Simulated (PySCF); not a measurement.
Computed with PySCF, PBE0, basis Sb def2-TZVP with ECP28, Se def2-TZVP (scalar-relativistic core potentials, no spin–orbit coupling, density fitting). Open shells, if any, are unrestricted.

**Question.** What shape and geometry does isolated singlet [SbSe2]+ take (every ligand bound to Sb)?

**Answer.** Counting electrons, antimony keeps none of its valence electrons outside its bonds, so the VSEPR class is AX2 and the expected shape is linear (D∞h), as computed. The lowest minimum found is a singlet of D∞h symmetry with Sb–Se 2.271 Å (×2); Se–Sb–Se 180.0°. Its harmonic wavenumbers are 59 (πu), 278 (σg+), 422 (σu+) cm⁻¹ and its dipole moment is 0.00 D about the centre of mass.

This need not be the most stable arrangement of these atoms.
